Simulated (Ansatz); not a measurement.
Cost and result up the ladder for Zn₂OF₂ (5 atoms). The state is a singlet with charge 0. Geometry: PBE0-D4/def2-SVP.

```xyz
5

Zn   -1.391   -0.782    0.105
Zn    1.393    0.776    0.119
O     0.007   -0.020    0.823
F     2.796    1.581   -0.510
F    -2.805   -1.554   -0.537
```

Ansatz on 4 threads of Arm Neoverse V2 on a shared host. Times are rough, and most runs start from the orbitals of an earlier one. ωB97M-V/def2-TZVP serves as the yardstick here, not as an exact answer. Differences are given only for rows in sets of like size (and for xTB, whose basis is part of the method), since another set adds its own error. Binding counts from free atoms at the same level (Zn singlet, O triplet, F doublet; other spins of the atoms weren't run), without zero-point energy or a counterpoise term.

The 6-31G sets use Cartesian d functions. B3LYP takes the VWN-RPA correlation. Correlated methods freeze 21 core orbitals. The rows differ in basis, and correlated rows in double-zeta sets carry the largest basis error. The structure comes from a short search, and lower isomers may exist.

Correlated methods converge slowly with the basis, most of all in double-zeta sets.

```csv
level,functions,wall time,binding energy per atom (eV),difference from ωB97M-V/def2-TZVP (eV)
HF/STO-3G,51,0.25 s,2.14,–
HF/6-31G,85,0.45 s,1.71,–
B3LYP-D4/6-31G,85,1.2 s,2.92,–
PBE0-D4/def2-SVP,104,1.2 s,2.73,–
PBE-D4/def2-TZVPD,222,2.6 s,2.87,0.12
MP2/def2-TZVP,189,2.6 s,3.02,0.26
CCSD(T)/def2-SVP,104,3.1 s,2.50,–
PBE0-D4/def2-TZVP,189,3.2 s,2.71,-0.05
PBE0-D4/def2-TZVPD,222,4.1 s,2.72,-0.04
PBE-QIDH/def2-TZVP,189,4.8 s,2.79,0.03
B2PLYP/def2-TZVP,189,4.9 s,2.75,-0.01
r2SCAN-D4/def2-TZVPD,222,5 s,2.86,0.10
B97M-V/def2-TZVP,189,6.5 s,2.73,-0.03
ωB97M-V/def2-TZVP,189,8 s,2.76,0.00
```
